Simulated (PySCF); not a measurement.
Work out the structure from these simulated measurements.

Elements present: C, H, P and S. Monoisotopic mass: 132.0163 u.

| Quantity | Value |
| --- | --- |
| UV, first state | lowest singlet excitation: 4.46 eV (278 nm, f = 0.010) [TDDFT B3LYP/def2-SVPD] |
| 13C NMR | chemical shifts (computed TMS as zero) by class: 149.0 (1 C), 148.7 (1 C), 35.1 (1 C), 30.7 (1 C), 14.8 (1 C) ppm [GIAO CAM-B3LYP/pcSseg-1] |
| NMR, other nuclei | isotropic shieldings of nuclei other than C and H, by class: 281 (1 P), 737 (1 S) ppm [GIAO CAM-B3LYP/pcSseg-1] |
| UV, strongest line | among the 10 lowest singlet transitions: S7 at 6.02 eV (206 nm, f = 0.037) [TDDFT B3LYP/def2-SVPD] |
| Rotational structure | rotational constants A, B, C: 2.609, 1.576, 1.060 GHz [PBE0-D3(BJ)/def2-SVP] |
| Valence photoelectron | vertical ionisation energy: 8.43 eV [ΔSCF B3LYP/def2-SVPD] |
| Triplet | lowest triplet excitation (Tamm–Dancoff): 4.12 eV [TDA B3LYP/def2-SVPD] |
| 1H NMR | chemical shifts (computed TMS as zero) by class: 7.43 (1 H), 6.12 (1 H), 2.42 (1 H), 2.27 (1 H), 2.21 (1 H), 1.97 (3 H), 1.57 (1 H) ppm [GIAO CAM-B3LYP/pcSseg-1] |

Electronic properties: PySCF, gas phase, density fitting. Levels stand in brackets. Geometry: PBE0-D3(BJ)/def2-SVP, one conformer, isolated molecule. NMR classes are plain means over equivalent atoms (diastereotopic ones count apart unless rotation or inversion swaps them), as if these changed places fast.

**Question.** Which formula fits the mass and the elements?

**Answer.** C5H9PS (calculated 132.0163). No other formula that holds each of these elements comes within 0.0003 u with a fitting electron parity and a possible valence count.

**Question.** What is the compound? Reason from the data.

**Answer.** Numbering: `[CH3:1][C:2]1=[CH:3][CH2:4][CH2:5][P@@H:6]1=[S:7]`. 5 carbons fall into 5 classes; from least to most shielded: alkene CH carbon [C3] (149.0 ppm), fully substituted alkene carbon [C2] (148.7 ppm), ring sp3 carbon bound to phosphorus [C5] (35.1 ppm), allylic carbon [C4] (30.7 ppm), allylic carbon [C1] (14.8 ppm). Hydrogen classes from least to most shielded: 1 H on a phosphorus bonded to 2 C, S and H, P6 (7.43 ppm), 1 H on an alkene CH carbon, C3 (6.12 ppm), 1 H on an allylic carbon, C4 (2.42 ppm), 1 H on an allylic carbon, C4 (2.27 ppm), 1 H on an sp3 carbon bound to phosphorus, C5 (2.21 ppm), 3 H on an allylic carbon, C1 (1.97 ppm, a mean of values up to 0.9 ppm apart in this geometry), 1 H on an sp3 carbon bound to phosphorus, C5 (1.57 ppm). The other shieldings belong to: 281 ppm, phosphorus bonded to 2 C, S and H [P6]; 737 ppm, sulfur bonded to P [S7]. The optimised geometry has point group C1 and is an asymmetric top. Structure: `CC1=CCC[P@@H]1=S`. The assignments are read from this structure; whether some other isomer fits the data as well wasn't checked. The mirror image fits equally.
